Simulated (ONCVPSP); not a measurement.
## What one change does to a pseudopotential (B, ONCV)

- Element: boron (B)
- Generator: ONCVPSP 4.0.1
- Type: optimised norm-conserving Vanderbilt (ONCV)
- Functional: PBE
- Relativity: scalar-relativistic
- Frozen core: [He]
- Valence charge: 3
- Reference configuration: 2s2 2p1
- Partial waves: 2s: rc 1.20 bohr, ncon 3, nbas 6, qcut 6.7 1/bohr, 2 projectors, debl 3 Ha; 2p: rc 2.75 bohr, ncon 4, nbas 7, qcut 6 1/bohr, 3 projectors, debl 1.9 Ha
- Local potential: polynomial inside 0.95 bohr (lpopt 4, dvloc0 0 Ha)
- Core correction: polynomial model core, fcfact 0.7

All-electron outer shells of the reference configuration (PBE, scalar-relativistic, ld1.x):

| shell | level (eV) | outermost node (bohr) | outermost maximum (bohr) |
| --- | --- | --- | --- |
| 1s | -180.59 | – | 0.21 |
| 2s | -9.44 | 0.46 | 1.52 |
| 2p | -3.61 | – | 1.57 |

Change: s: nproj 0; local potential the s channel.

Cutoffs: the cutoffs (Ha) at which the residual kinetic energy of the hardest occupied pseudo-wave falls to 1 and 0.1 mHa per electron; they do not see the model core or the augmentation charge, which bear on the density cutoff. Errors are all-electron minus pseudo energies relative to the spin-unpolarised reference configuration.

Predict the effect on cutoff, ghosts and configuration errors.

The potential gets neither clearly harder nor softer (13 Ha and 17 Ha → 13 Ha and 17 Ha); the errors of the 4 common tests hardly move; neither file shows a bound ghost.

```tsv
quantity	base	changed
cutoff, loose	13 Ha	13 Ha
cutoff, tight	17 Ha	17 Ha
bound ghosts	none	none
GHOST(+) flags under 300 eV	none	none
error for 2s2 2p0, meV [ΔE 8.22 eV]	+41	+42
error for 2s1 2p0, meV [ΔE 33.64 eV]	+147	+153
error for 2s2 2p0.5, meV [ΔE 2.89 eV]	+5.9	+6.0
error for 2s0 2p3, meV [ΔE 11.72 eV]	-30	-30
s: phases at 1.22 bohr within 0.05 rad from the reference energy up to (Ha; the scan ends near 5)	to the end of the scan	4.9
p: phases at 2.79 bohr within 0.05 rad from the reference energy up to (Ha; the scan ends near 5)	to the end of the scan	to the end of the scan
rms error of d²Exc/dni dnj with the model core, mHa	1.52	1.52
```
